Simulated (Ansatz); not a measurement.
Correlation energies of FH3SiTe, SMILES `F[SiH2][TeH]` by basis set

Cartesian coordinates in Å:
```
F -1.6818 0.4916 -0.6030
Si -0.3966 0.3595 0.3398
Te 1.6747 -0.0831 -0.9395
H -0.1972 1.6562 1.0258
H -0.6671 -0.7434 1.2875
H 1.2680 -1.6807 -1.1106
```

The species carries charge 0 and has multiplicity 1. Correlated methods include outer-core shells of Te, which these sets cover unevenly. Te takes the def2 core potential. The structure was optimised at the PBE0-D4/def2-TZVP level. Frozen core, restricted reference, the Gaussian-basis code of Ansatz.

| basis | HF (Eh) | MP2 corr. | CCSD corr. | (T) | CCSD(T) total |
| --- | --- | --- | --- | --- | --- |
| def2-SVP | -657.00536 | -0.40476 | -0.43649 | -0.00914 | -657.45099 |
| def2-TZVPP | -657.25768 | -0.84093 | -0.83801 | -0.02233 | -658.11802 |
| def2-QZVPP | -657.27385 | -1.03538 | – | – | – |
